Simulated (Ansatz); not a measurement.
One change: `[Cl][Hf]([Cl])([Cl])[I]` becomes `[Cl][Ti]([Cl])([Cl])[I]`.

Ansatz, PBE0-D4/def2-TZVP geometries, multiplicity 1. 

Elements past krypton have def2 core potentials. Scalar relativity is left out up to krypton.

| property | `[Cl][Hf]([Cl])([Cl])[I]` |
| --- | --- |
| HOMO energy (B3LYP/def2-TZVPP) / eV | -8.12 |
| LUMO energy (PBE/def2-TZVPP) / eV | -3.03 |
| HOMO–LUMO gap (ωB97M-V/def2-TZVPP) / eV | 10.21 |
| LUMO energy (B3LYP/def2-TZVPP) / eV | -2.44 |
| HOMO–LUMO gap (PBE0/def2-TZVPP) / eV | 6.12 |
| LUMO energy (ωB97M-V/def2-TZVPP) / eV | -0.25 |

(1) What does the change do to each property? (Best estimate.)

Answers

(1) Computed: 
```csv
property,`[Cl][Ti]([Cl])([Cl])[I]`,shift
HOMO energy (B3LYP/def2-TZVPP) / eV,-8.12,0.00
LUMO energy (PBE/def2-TZVPP) / eV,-4.48,-1.45
HOMO–LUMO gap (ωB97M-V/def2-TZVPP) / eV,8.76,-1.45
LUMO energy (B3LYP/def2-TZVPP) / eV,-3.89,-1.45
HOMO–LUMO gap (PBE0/def2-TZVPP) / eV,4.68,-1.44
LUMO energy (ωB97M-V/def2-TZVPP) / eV,-1.65,-1.40
```

B3LYP here is the variant with VWN-RPA as its local correlation; programs differ in this.

Spin–orbit coupling is left out; it splits and shifts lone-pair levels of the heavy atoms by tenths of an eV.
